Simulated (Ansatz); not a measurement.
Basis-set extrapolation for `O[SiH2]C[Si](O)(O)O` (PBE0-D4/def2-TZVP geometry, frozen core, Ansatz 0.2.0). Multiplicity 1, RHF reference.

```
                      def2-TZVPP   def2-QZVPP
                 HF  -920.271519  -920.306885
    MP2 correlation    -1.377030    -1.486923
CCSD(T) correlation    -1.465559      not run
```

Energies in hartree. Use E(X) = E(∞) + A·exp(−7.88·√X) for Hartree–Fock and E(X) = E(∞) + B·X^(−2.97) for correlation, with X = 3 and 4, and add CCSD(T) minus MP2 of the smaller set to the MP2 limit.

What is the CCSD(T) energy at the basis-set limit?

HF limit: -920.306885 + (-0.035366) × 0.13774 = -920.31176. MP2 limit: -1.486923 + (-0.109893) × 0.74074 = -1.56833. Higher-order term: -1.465559 − (-1.377030) = -0.08853. Total: -921.96862 hartree, 607.9 kJ/mol below CCSD(T)/def2-TZVPP.
